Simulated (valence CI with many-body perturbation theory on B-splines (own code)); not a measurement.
**Kr²⁺: calculated level list**

Computed by configuration interaction combined with many-body perturbation theory (CI+MBPT): six valence electrons over a frozen Dirac-Fock core [Ar] 3d10, radial functions for each j: 9 s, 9 p, 8 d, 6 f, 3 g, 1 h, with the one-electron correlation potential Σ1 (screened to all orders), the two-electron term Σ2, the three-electron term Σ3, Breit, model QED; selected single and double excitations, second order for the rest, scaled by the run's own slope (own B-spline code, finite nucleus).

Set against measurement, 30 paired levels are off by 303 cm⁻¹ on average, the worst by 527. Among the levels kept, up to 1700 cm⁻¹ of a level comes from second order outside the variational space, and about a tenth of that is noise between levels of different J, which matters for small intervals.

Levels 1 to 31 of 31, with energies above the lowest level, 4s2 4p4 3P_2. "Leading %" is the weight of the configuration and term that name the level; weights of strongly mixed levels are sums over their largest components and can fall short. In the jj column 3d3/2^4 stands for four electrons in 3d with j = 3/2. Lifetimes count E1, E2, E3, M1 and M2 decay at the calculated energies, and are blank where another channel may lead or the interval is too uncertain; long ones can be off by a factor of two.

```csv
No.,Configuration,Term,J,E (eV),Leading %,Leading jj,Lifetime
1,4s2 4p4,3P,2,0.000,91,4s^2 4p1/2^2 4p3/2^2 (79 %),
2,4s2 4p4,3P,1,0.562,95,4s^2 4p1/2 4p3/2^3 (95 %),494 ms
3,4s2 4p4,3P,0,0.662,91,4s^2 4p1/2^2 4p3/2^2 (51 %),34.6 s
4,4s2 4p4,1D,2,1.820,91,4s^2 4p1/2 4p3/2^3 (79 %),188 ms
5,4s2 4p4,1S,0,4.121,89,4s^2 4p3/2^4 (50 %),16.8 ms
6,4s 4p5,3P°,2,14.330,73,4s 4p1/2^2 4p3/2^3 (73 %),3.76 ns
7,4s 4p5,3P°,1,14.758,72,4s 4p1/2 4p3/2^4 (42 %),3.62 ns
8,4s 4p5,3P°,0,15.021,72,4s 4p1/2 4p3/2^4 (72 %),3.77 ns
9,4s2 4p3 4d,5D°,0,17.100,93,4s^2 4p1/2 4p3/2^2 4d3/2 (47 %),38.9 ns
10,4s2 4p3 4d,5D°,1,17.107,93,4s^2 4p1/2 4p3/2^2 4d3/2 (46 %),37.3 ns
11,4s2 4p3 4d,5D°,2,17.109,93,4s^2 4p1/2 4p3/2^2 4d3/2 (37 %),45.6 ns
12,4s2 4p3 4d,5D°,3,17.111,92,4s^2 4p1/2 4p3/2^2 4d5/2 (24 %),81.4 ns
13,4s2 4p3 4d,5D°,4,17.127,93,4s^2 4p1/2 4p3/2^2 4d5/2 (50 %),708 ms
14,4s2 4p3 4d,1P°,1,17.556,53,4s^2 4p1/2 4p3/2^2 4d5/2 (30 %),3.87 ns
15,4s2 4p3 5s,5S°,2,18.024,92,4s^2 4p1/2 4p3/2^2 5s (48 %),20.3 ns
16,4s2 4p3 4d,3D°,2,18.280,82,4s^2 4p1/2^2 4p3/2 4d5/2 (38 %),6.15 ns
17,4s2 4p3 4d,3D°,3,18.393,89,4s^2 4p1/2 4p3/2^2 4d5/2 (62 %),8.19 ns
18,4s2 4p3 4d,3D°,1,18.435,93,4s^2 4p1/2 4p3/2^2 4d5/2 (46 %),5.00 ns
19,4s2 4p3 5s,3S°,1,18.758,90,4s^2 4p1/2 4p3/2^2 5s (45 %),197 ps
20,4s2 4p3 4d,3F°,2,18.992,84,4s^2 4p1/2 4p3/2^2 4d3/2 (60 %),30.9 ns
21,4s2 4p3 4d,1S°,0,19.084,91,4s^2 4p1/2 4p3/2^2 4d5/2 (49 %),94.6 ns
22,4s2 4p3 4d,3F°,3,19.135,87,4s^2 4p1/2 4p3/2^2 4d3/2 (54 %),18.8 ns
23,4s2 4p3 4d,3F°,4,19.303,87,4s^2 4p1/2 4p3/2^2 4d5/2 (69 %),228 ms
24,4s2 4p3 4d,3G°,3,19.815,86,4s^2 4p1/2 4p3/2^2 4d3/2 (34 %),16.5 ns
25,4s2 4p3 4d,3G°,4,19.862,81,4s^2 4p1/2 4p3/2^2 4d5/2 (37 %),
26,4s2 4p3 4d,3G°,5,19.946,94,4s^2 4p1/2 4p3/2^2 4d5/2 (94 %),
27,4s2 4p3 4d,1G°,4,20.172,86,4s^2 4p1/2 4p3/2^2 4d3/2 (59 %),
28,4s2 4p3 5s,3D°,1,20.219,74,4s^2 4p1/2 4p3/2^2 5s (41 %),864 ps
29,4s2 4p3 5s,3D°,2,20.264,70,4s^2 4p1/2 4p3/2^2 5s (46 %),615 ps
30,4s2 4p3 5s,3D°,3,20.434,88,4s^2 4p1/2 4p3/2^2 5s (88 %),728 ps
31,4s2 4p3 5s,1D°,2,20.490,40,4s^2 4p1/2 4p3/2^2 5s (48 %),1.24 ns
```

Names give the largest LS component (configuration and term), which can be under half, so a name can repeat, a term be missing and a line seem to break the LS rules; names also repeat where a configuration has a term twice.

The ionisation energy to 4s2 4p3 4S°_3/2 of the next ion comes out as 35.753 eV (NIST: 35.838 ± 0.02 eV (measured)). All 31 levels together are meant to be complete up to 21.001 eV.
